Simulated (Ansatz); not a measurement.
Born–Oppenheimer molecular dynamics of C2H6F3NSi (13 atoms, charge 0, multiplicity 1). It starts from a relaxed structure.

Computed with RKS PBE0/6-31G in Ansatz 0.2.0.

```yaml
ensemble: NVE (velocity Verlet)
time_step: 0.25 fs
steps_asked: 269
starting_velocities_drawn_for: 300 K
seed: 881684
```

Frames 0.5 fs apart, positions in Å.

Velocities at 2.5 fs (Å/ps):

```
Si -3.48 2.35 4.87
N 1.42 3.68 9.34
C -1.35 0.60 -5.37
H 4.82 -14.67 -0.91
H 8.48 2.53 -2.72
H 0.50 -3.45 2.29
C 5.89 1.86 2.29
H -9.40 -1.85 3.07
H 10.51 10.17 11.78
H 10.08 -2.51 14.70
F -0.47 -2.93 -3.38
F 0.17 -0.99 -2.08
F 0.20 -3.30 -8.18
```

```xyz
13
Properties=species:S:1:pos:R:3 time_fs=2.5 energy_less_start_eV=0.085 T=240
Si -0.008 -0.007 0.085
N 0.013 -0.013 1.805
C -1.165 -0.427 2.537
H -1.891 -0.916 1.902
H -0.839 -1.189 3.303
H -1.608 0.415 3.083
C 1.171 0.462 2.554
H 1.412 -0.287 3.287
H 2.031 0.656 1.926
H 0.945 1.396 3.117
F 1.554 -0.222 -0.501
F -0.544 1.354 -0.718
F -0.996 -1.232 -0.508
13
Properties=species:S:1:pos:R:3 time_fs=3 energy_less_start_eV=0.106 T=226
Si -0.009 -0.006 0.087
N 0.014 -0.011 1.810
C -1.166 -0.427 2.534
H -1.889 -0.924 1.901
H -0.835 -1.187 3.301
H -1.608 0.413 3.084
C 1.173 0.463 2.555
H 1.407 -0.289 3.289
H 2.037 0.661 1.931
H 0.950 1.394 3.124
F 1.554 -0.223 -0.503
F -0.544 1.353 -0.719
F -0.996 -1.234 -0.512
13
Properties=species:S:1:pos:R:3 time_fs=3.5 energy_less_start_eV=0.123 T=214
Si -0.011 -0.005 0.089
N 0.015 -0.009 1.814
C -1.166 -0.427 2.532
H -1.887 -0.931 1.900
H -0.832 -1.184 3.298
H -1.608 0.411 3.085
C 1.176 0.464 2.556
H 1.404 -0.292 3.292
H 2.042 0.665 1.936
H 0.955 1.392 3.130
F 1.554 -0.225 -0.504
F -0.544 1.353 -0.720
F -0.995 -1.236 -0.516
13
Properties=species:S:1:pos:R:3 time_fs=4 energy_less_start_eV=0.137 T=203
Si -0.013 -0.004 0.092
N 0.015 -0.007 1.818
C -1.167 -0.427 2.530
H -1.886 -0.938 1.897
H -0.831 -1.179 3.293
H -1.609 0.409 3.085
C 1.179 0.466 2.558
H 1.403 -0.295 3.296
H 2.048 0.669 1.940
H 0.960 1.389 3.135
F 1.553 -0.226 -0.506
F -0.544 1.352 -0.721
F -0.995 -1.237 -0.520
13
Properties=species:S:1:pos:R:3 time_fs=4.5 energy_less_start_eV=0.151 T=194
Si -0.014 -0.003 0.094
N 0.016 -0.005 1.821
C -1.167 -0.427 2.529
H -1.885 -0.944 1.894
H -0.830 -1.174 3.288
H -1.611 0.407 3.085
C 1.181 0.467 2.559
H 1.402 -0.300 3.301
H 2.054 0.673 1.943
H 0.965 1.386 3.140
F 1.553 -0.228 -0.508
F -0.544 1.352 -0.722
F -0.995 -1.239 -0.524
13
Properties=species:S:1:pos:R:3 time_fs=5 energy_less_start_eV=0.164 T=185
Si -0.016 -0.002 0.097
N 0.017 -0.003 1.825
C -1.167 -0.428 2.528
H -1.885 -0.950 1.891
H -0.830 -1.168 3.283
H -1.614 0.405 3.085
C 1.183 0.468 2.561
H 1.402 -0.305 3.306
H 2.059 0.676 1.945
H 0.969 1.382 3.143
F 1.552 -0.229 -0.509
F -0.544 1.351 -0.723
F -0.995 -1.240 -0.528
13
Properties=species:S:1:pos:R:3 time_fs=5.5 energy_less_start_eV=0.178 T=175
Si -0.018 -0.001 0.099
N 0.018 -0.001 1.827
C -1.167 -0.428 2.527
H -1.884 -0.955 1.887
H -0.831 -1.162 3.277
H -1.617 0.403 3.084
C 1.185 0.470 2.563
H 1.404 -0.310 3.311
H 2.065 0.678 1.947
H 0.973 1.378 3.147
F 1.552 -0.230 -0.511
F -0.544 1.351 -0.724
F -0.994 -1.241 -0.532
13
Properties=species:S:1:pos:R:3 time_fs=6 energy_less_start_eV=0.194 T=164
Si -0.019 0.000 0.101
N 0.019 0.001 1.830
C -1.167 -0.428 2.527
H -1.883 -0.960 1.883
H -0.833 -1.156 3.271
H -1.621 0.400 3.083
C 1.188 0.471 2.566
H 1.407 -0.315 3.315
H 2.069 0.679 1.948
H 0.977 1.374 3.149
F 1.551 -0.232 -0.512
F -0.544 1.351 -0.725
F -0.994 -1.242 -0.536
13
Properties=species:S:1:pos:R:3 time_fs=6.5 energy_less_start_eV=0.209 T=153
Si -0.020 0.001 0.103
N 0.020 0.003 1.832
C -1.166 -0.429 2.526
H -1.881 -0.963 1.879
H -0.835 -1.151 3.267
H -1.626 0.398 3.081
C 1.190 0.472 2.568
H 1.410 -0.320 3.319
H 2.073 0.679 1.949
H 0.980 1.371 3.152
F 1.550 -0.233 -0.513
F -0.544 1.350 -0.726
F -0.994 -1.244 -0.539
13
Properties=species:S:1:pos:R:3 time_fs=7 energy_less_start_eV=0.222 T=144
Si -0.021 0.002 0.105
N 0.021 0.006 1.833
C -1.166 -0.430 2.526
H -1.879 -0.965 1.875
H -0.837 -1.147 3.263
H -1.632 0.395 3.078
C 1.191 0.474 2.571
H 1.415 -0.323 3.322
H 2.076 0.679 1.949
H 0.983 1.369 3.154
F 1.549 -0.234 -0.515
F -0.544 1.350 -0.727
F -0.993 -1.244 -0.543
13
Properties=species:S:1:pos:R:3 time_fs=7.5 energy_less_start_eV=0.231 T=138
Si -0.023 0.002 0.107
N 0.022 0.008 1.835
C -1.166 -0.430 2.526
H -1.877 -0.966 1.872
H -0.840 -1.143 3.260
H -1.639 0.393 3.075
C 1.193 0.475 2.574
H 1.420 -0.326 3.323
H 2.078 0.677 1.950
H 0.985 1.368 3.156
F 1.548 -0.236 -0.516
F -0.544 1.349 -0.728
F -0.992 -1.245 -0.546
13
Properties=species:S:1:pos:R:3 time_fs=8 energy_less_start_eV=0.232 T=137
Si -0.024 0.003 0.109
N 0.024 0.011 1.835
C -1.166 -0.431 2.527
H -1.874 -0.966 1.868
H -0.842 -1.142 3.260
H -1.646 0.390 3.072
C 1.195 0.475 2.577
H 1.426 -0.328 3.324
H 2.079 0.675 1.950
H 0.987 1.367 3.159
F 1.547 -0.237 -0.517
F -0.544 1.349 -0.729
F -0.992 -1.246 -0.550
```

Of the whole run (67 fs, mean temperature of the second half 160 K): The conserved energy stayed within 0.021 meV per atom of its start (net change 0.018 meV per atom), so the integration is sound. Over the second half the temperature averaged 0.53 of the 300 K drawn at the start: a run that starts near a minimum puts about half its kinetic energy into the potential. A run of 0.067 ps of so small a system gives no equilibrium averages. Limits of this set-up: no polarisation functions.

Time of the run: 23 min on 1 thread of Intel(R) Xeon(R) Platinum 8375C CPU @ 2.90GHz (Ice Lake), on a shared host, peak memory 0.21 GiB.
